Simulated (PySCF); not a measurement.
## I: ionisation energy

I [Kr] 4d10 5s2 5p5 (2P) → I⁺ [Kr] 4d10 5s2 5p4 (3P), as a difference of total energies. Calculation: PySCF 2.14, in x2c-SVPall; scalar relativity by spin-free X2C-1e. Correlated levels: valence: [Kr] 4d10 frozen. The calculations carry no spin-orbit coupling.

```json
{"method": "UHF", "ionisation energy (eV)": "9.571"}
{"method": "r2SCAN", "ionisation energy (eV)": "10.574"}
{"method": "B3LYP", "ionisation energy (eV)": "10.602"}
{"method": "MP2 (valence)", "ionisation energy (eV)": "10.064"}
{"method": "SCS-MP2 (valence)", "ionisation energy (eV)": "10.043"}
{"method": "CCSD (valence)", "ionisation energy (eV)": "10.044"}
{"method": "CCSD(T) (valence)", "ionisation energy (eV)": "10.046"}
```

How much does correlation contribute at CCSD(T) (valence)?

10.046 − (9.571) = 0.475 eV, measured against UHF.

Errors of the correlated levels include the incompleteness of this basis and the frozen core.

For comparison: 10.519 eV (measured; NIST levels, between the centres of gravity of the two terms).
